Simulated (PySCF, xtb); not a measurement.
CH6InNO2, SMILES C[NH][In]([OH])[OH]. The values are those of a single conformer.

Harmonic wavenumbers (cm⁻¹) from GFN2-xTB run with xtb at its own minimum, in rising order: 37, 60, 81, 116, 199, 217, 258, 318, 366, 430, 440, 658, 691, 706, 1020, 1047, 1105, 1287, 1402, 1462, 1472, 2905, 2956, 3003, 3284, 3624, 3663.

Task: What does PBE-D3(BJ)/def2-SVP run with PySCF give at its own minimum? (The exact figures need the calculation; the answer reports its results.)

Result: 65, 72, 114, 119, 160, 198, 234, 271, 433, 555, 579, 589, 807, 836, 1042, 1082, 1093, 1314, 1392, 1414, 1440, 2900, 2963, 3042, 3466, 3704, 3705. Paired by order, the mean absolute difference is 52 cm⁻¹ and the zero-point energies are 46.9 and 48.0 kcal/mol.
